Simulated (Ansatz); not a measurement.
**Worked example: AlH2Br + C3H3 → AlHBr + C3H4**

Species: AlH2Br `[AlH2][Br]`, singlet; C3H3 (propargyl radical) `[CH]=C=C`, doublet; AlHBr `[AlH][Br]`, doublet; C3H4 (propyne) `C#CC`, singlet. A radical takes H: the energy is the difference in strength between the Al–H bond broken and the C–H bond made.

Shapes, held fixed at every level: PBE0-D4/def2-TZVP. Programs: Ansatz 0.2.0. The zero-point and thermal change to 298 K, harmonic and unscaled (PBE0-D4/def2-TZVP), is +16.7 kJ/mol.

At B2PLYP/def2-TZVPP; 1 Eh = 2625.50 kJ/mol:

```
species   energy (Eh)
 AlH2Br  -2817.341033
   C3H3   -115.939094
  AlHBr  -2816.706267
   C3H4   -116.592384
```

Q: Work out ΔH(298 K) of the reaction at this level.

A: 
1. Products less reactants: (-2816.706267) + (-116.592384) − [(-2817.341033) + (-115.939094)] = -0.018524 Eh = -48.6 kJ/mol.
2. With the thermal change: -48.6 + (+16.7) = -31.9 kJ/mol.

Other levels give -34.8 (PBE-D4/def2-TZVPP) to -0.5 kJ/mol (HF/def2-SVP). No measured value is set beside it here. Spin contamination: C3H3 (⟨S²⟩ up to 0.96). Open shells run unrestricted. Relativity is left out for Br. Outer-core shells of Br are correlated, in sets that cover them unevenly. The median of the other levels is -23.9 kJ/mol.
